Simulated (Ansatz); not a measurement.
Computed with Ansatz on PBE0-D4/def2-TZVP structures; ΔE is electronic, products minus reactants. CCSD(T)/CBS is the MP2 limit (def2-TZVPP, def2-QZVPP) plus CCSD(T) − MP2 in def2-TZVPP, frozen cores. Functionals use def2-TZVPP. HSE06 is defined as in plane-wave codes. def2 core potentials past Kr. For In outer-core shells are correlated without core-valence functions, which leaves a few kJ/mol of doubt a bond. Each species was taken in one conformer, which may not be the lowest.

Reaction (ligand exchange at the In–C bond): `C[CH]([SiH3])[InH2]` + `N=C(O)O` → `N=C(O)[O][InH2]` + `CC[SiH3]`

```csv
level,ΔE (kJ/mol)
HSE06-D4,-71.6
ωB97M-V,-76.5
```

(1) What does CCSD(T)/CBS give? (Best estimate.)

Largest T1 diagnostic among the species: 0.016.

Answers

(1) Computed: -76.7 kJ/mol. The listed levels differ from it by 5.1, 0.2 kJ/mol.

Leaving LDA and LC-ωPBE aside and taking each functional with its dispersion term where it has one, the values, not all of them listed here, spread over 14.0 kJ/mol, from CAM-B3LYP-D4 to HSE06-D4. LDA lies +7.4 kJ/mol from PBE without D4. The D4 term adds +4.4 kJ/mol with B3LYP and +2.4 kJ/mol with PBE0; it sums over pairs of atoms, weighted by their polarisabilities, and B3LYP, whose exchange is more repulsive, gets the larger term. In def2-TZVPP, CCSD(T) changes the Hartree–Fock value by +20.2 kJ/mol (the triples alone add +1.6 kJ/mol) and MP2 by +24.6 kJ/mol.

CCSD(T)/CBS has its own doubt, a few kJ/mol and more with outer-core shells, so smaller differences from it don't rank the levels.

B3LYP here is the variant with VWN-RPA as its local correlation; programs differ in this.
